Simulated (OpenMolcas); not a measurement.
**Levels of Sn²⁺ by method**

| Quantity | Value |
| --- | --- |
| Program | OpenMolcas |
| Basis | ANO-R1 [6s5p3d1f] |
| Scalar Hamiltonian | X2C, finite nucleus |
| Active space | 2 electrons in 4 orbitals (5s 5p) |
| State averaging | 2S+1 = 3 even, 3 roots; 2S+1 = 1 even, 7 roots; 2S+1 = 3 odd, 3 roots; 2S+1 = 1 odd, 3 roots |
| Spin-orbit coupling | state interaction with AMFI integrals over the reference wave functions, term energies averaged over their components |

Methods on the same reference wave functions:
A. CASSCF
B. SS-CASPT2, IPEA 0.25 Eh, imaginary shift 0.1 Eh (closed shells correlated: 4d)
C. MS-CASPT2, IPEA 0.25 Eh, imaginary shift 0.1 Eh (closed shells correlated: 4d)

Energies in cm⁻¹ above 5s² ¹S₀, the measured ground level; measured values from Moore, Atomic Energy Levels, vol. III, NSRDS-NBS 35 (1971 reprint of NBS Circular 467, 1958).

```json
{"Level": "5s² ¹S₀", "A": "0.0", "B": "0.0", "C": "0.0", "Measured": "0.0"}
{"Level": "5s 5p ³P°₀", "A": "49048", "B": "52241", "C": "52647", "Measured": "53548"}
{"Level": "5s 5p ³P°₁", "A": "50724", "B": "53872", "C": "54278", "Measured": "55196"}
{"Level": "5s 5p ³P°₂", "A": "54479", "B": "57672", "C": "58078", "Measured": "59229"}
{"Level": "5s 5p ¹P°₁", "A": "86088", "B": "80424", "C": "80830", "Measured": "79911"}
{"Level": "5p² ³P₀", "A": "123891", "B": "125051", "C": "125451", "Measured": "127308"}
{"Level": "5p² ³P₁", "A": "126298", "B": "127589", "C": "127994", "Measured": "130120"}
{"Level": "5p² ³P₂", "A": "129032", "B": "129951", "C": "130357", "Measured": "134567"}
{"Level": "5p² ¹D₂", "A": "137775", "B": "136338", "C": "136744", "Measured": "128205"}
{"Level": "5p² ¹S₀", "A": "156951", "B": "153091", "C": "153907", "Measured": ""}
```

Deviations, from unrounded energies. A percentage is the sum of absolute deviations over the sum of measured energies, with the sign that they share, or ± where signs differ.

| Against measurement | Levels | A | B | C |
| --- | --- | --- | --- | --- |
| mean absolute deviation (cm-1) | 8 | 5300 | 2800 | 2600 |
| other configurations (%) | 8 | ±5.5 | ±2.9 | ±2.7 |

C lies closest to measurement on these levels and A furthest from it. The largest miss of C in the table is 5p² ¹D₂, by +8500 cm-1. The ranking rests on the paired levels alone, and a cruder setting can come out closer through cancelling errors.

Between B and C the level of the table that moves most is 5p² ¹S₀, by 820 cm-1 (lowest in B, highest in C).

The lowest spin-free term lies below A's lowest term by 0.326 hartree in B, 0.328 hartree in C.

Some levels mix across a computed gap that differs much from the measured one, so their mixing is not that of the real levels. The ¹D term of p² mixes with s d, which this space lacks. Computed and measured levels are paired by configuration, term and J; levels that our copy of the source lacks, or whose pairing is in doubt (as where it misses far off the trend of its configuration), stay unpaired and out of the deviations. Levels of configurations outside the active space are missing.

° marks odd parity.
